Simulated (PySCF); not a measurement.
First SCF of a structure search on doublet WO(OH), at a hand-made bent (heavy-atom frame) geometry. PySCF input:

```python
from pyscf import gto, scf, dft
mol = gto.M(atom='''
W      0.000000     0.000000     0.000000
O      1.449900     0.000000     1.015200
O     -1.638300     0.000000     1.147200
H     -2.143800     0.735400     1.501100''',
    basis={'W': 'def2-TZVP', 'O': 'def2-TZVP', 'H': 'def2-TZVP'},
    ecp={'W': 'def2-TZVP'},
    charge=0, spin=1)
mf = dft.UKS(mol, xc='PBE0')
mf.grids.atom_grid = (50, 194)
aux = {'W': 'def2-universal-JKFIT', 'O': 'def2-universal-JKFIT', 'H': 'def2-universal-JKFIT'}
mf = mf.density_fit(auxbasis=aux)
mf.conv_tol = 1e-08
mf.diis_space = 10
mf.max_cycle = 60
mf.init_guess = 'minao'
mf.verbose = 4
mf.kernel()
```

Excerpt of the output (cycles alone):

```
init E= -198.681433380095
cycle= 1 E= -217.502992351103  delta_E= -18.8  |g|= 1.09  |ddm|= 5.35
cycle= 2 E= -207.550534942287  delta_E= 9.95  |g|= 4.16  |ddm|= 2.91
cycle= 3 E= -217.949826837522  delta_E= -10.4  |g|= 0.321  |ddm|= 2.65
cycle= 4 E= -217.974579185411  delta_E= -0.0248  |g|= 0.273  |ddm|= 0.655
cycle= 5 E= -217.998362897024  delta_E= -0.0238  |g|= 0.152  |ddm|= 0.27
cycle= 6 E= -218.007469269954  delta_E= -0.00911  |g|= 0.0419  |ddm|= 0.098
cycle= 7 E= -218.008533550373  delta_E= -0.00106  |g|= 0.0163  |ddm|= 0.0465
cycle= 8 E= -218.009527790435  delta_E= -0.000994  |g|= 0.00941  |ddm|= 0.0823
cycle= 9 E= -218.010337381007  delta_E= -0.00081  |g|= 0.00863  |ddm|= 0.0701
cycle= 10 E= -218.010783798713  delta_E= -0.000446  |g|= 0.00857  |ddm|= 0.0382
cycle= 11 E= -218.011118051936  delta_E= -0.000334  |g|= 0.00851  |ddm|= 0.0287
cycle= 12 E= -218.013744103427  delta_E= -0.00263  |g|= 0.00683  |ddm|= 0.317
cycle= 13 E= -218.013834866675  delta_E= -9.08e-05  |g|= 0.00291  |ddm|= 0.0409
cycle= 14 E= -218.013663605504  delta_E= 0.000171  |g|= 0.00368  |ddm|= 0.0765
cycle= 15 E= -218.013856182138  delta_E= -0.000193  |g|= 0.000845  |ddm|= 0.0719
cycle= 16 E= -218.013863449595  delta_E= -7.27e-06  |g|= 0.000729  |ddm|= 0.00966
cycle= 17 E= -218.013867194936  delta_E= -3.75e-06  |g|= 0.000506  |ddm|= 0.0153
cycle= 18 E= -218.013868694388  delta_E= -1.5e-06  |g|= 0.000264  |ddm|= 0.00609
cycle= 19 E= -218.013868936666  delta_E= -2.42e-07  |g|= 0.000273  |ddm|= 0.00236
cycle= 20 E= -218.013868859224  delta_E= 7.74e-08  |g|= 0.000361  |ddm|= 0.00893
cycle= 21 E= -218.013870111749  delta_E= -1.25e-06  |g|= 0.000188  |ddm|= 0.00539
cycle= 22 E= -218.013870948422  delta_E= -8.37e-07  |g|= 0.00014  |ddm|= 0.00309
cycle= 23 E= -218.01387175926  delta_E= -8.11e-07  |g|= 0.000103  |ddm|= 0.00391
cycle= 24 E= -218.013872461488  delta_E= -7.02e-07  |g|= 5.8e-05  |ddm|= 0.00609
cycle= 25 E= -218.013872539471  delta_E= -7.8e-08  |g|= 1.93e-05  |ddm|= 0.0021
cycle= 26 E= -218.013872545497  delta_E= -6.03e-09  |g|= 8.36e-06  |ddm|= 0.000606
Extra cycle  E= -218.013872545825  delta_E= -3.28e-10  |g|= 8.84e-06  |ddm|= 4.17e-05
converged SCF energy = -218.013872545825  <S^2> = 1.3494659  2S+1 = 2.5293998
```

No lower solution of this spin was found from smeared starts or by a stability analysis within the unrestricted form.

Open d and f shells are described by one determinant, and the ground state may have another occupation or spin. Spin–orbit coupling, left out here, can matter for elements this heavy.

The search for the lowest solution, 3 starts and the stability check together, took 9.9 s on 4 threads of a shared Intel Xeon 6975P-C (Granite Rapids) host, with 108 basis functions; the process peaked at 0.47 GiB.
